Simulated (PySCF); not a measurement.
# Orbital picture of NaTe

TPSSh at R = 2.821 Å; Na aug-cc-pVDZ, Te aug-cc-pVDZ-PP with ECP28; scalar-relativistic core potentials (PySCF 2.14). State: ²Π (doublet), unpaired electrons π ↑. Only the outer orbitals are listed, counted within each symmetry, core potentials removing the inner ones.

| spin | orbital | occ. | ε (eV) | on Na (%) | main shells (%) |
| --- | --- | --- | --- | --- | --- |
| α | 3π | 1 | -31.07 | 100 | 100 Na p |
| α | 3π | 1 | -31.06 | 100 | 100 Na p |
| α | 6σ | 1 | -31.03 | 100 | 100 Na p |
| α | 7σ | 1 | -14.28 | 2 | 98 Te s |
| α | 4π | 1 | -5.53 | 2 | 98 Te p |
| α | 8σ | 1 | -5.23 | 12 | 87 Te p, 10 Na s |
| α | 4π | 1 | -4.56 | 3 | 97 Te p |
| α | 9σ | 0 | -1.98 | 92 | 70 Na s, 22 Na p |
| α | 5π | 0 | -0.32 | 105 | 103 Na p |
| α | 5π | 0 | -0.25 | 105 | 103 Na p |
| β | 3π | 1 | -31.07 | 100 | 100 Na p |
| β | 3π | 1 | -31.06 | 100 | 100 Na p |
| β | 6σ | 1 | -31.03 | 100 | 100 Na p |
| β | 7σ | 1 | -13.43 | 3 | 97 Te s |
| β | 8σ | 1 | -4.93 | 17 | 82 Te p, 14 Na s |
| β | 4π | 1 | -4.25 | 4 | 96 Te p |
| β | 4π | 0 | -3.32 | 5 | 95 Te p |
| β | 9σ | 0 | -1.96 | 91 | 66 Na s, 24 Na p |
| β | 5π | 0 | -0.26 | 105 | 102 Na p |

Q: Which are the highest filled and the lowest empty level, where do they sit, and how wide is the gap?

A: Highest filled β 4π at -4.25 eV (in %: 96 Te p); lowest empty β 4π at -3.32 eV (in %: 95 Te p); the gap at TPSSh is 0.93 eV. Both belong to one degenerate shell, split only by its one-sided filling, so this is no excitation gap.

```
bond order (Mayer)                               : 0.76
⟨S²⟩                                             : 0.753
charge on Na (Mulliken, basis-dependent)         : 0.56
charge on Na (Löwdin, basis-dependent)           : 0.38
dipole moment (positive dipole means Na(−)Te(+)) : -8.28 D
```

Shares are Mulliken populations and can fall outside 0 to 100 %.

Spin–orbit coupling is left out. The state is the lowest determinant that a PBE0 search found; another state may lie lower at other levels.
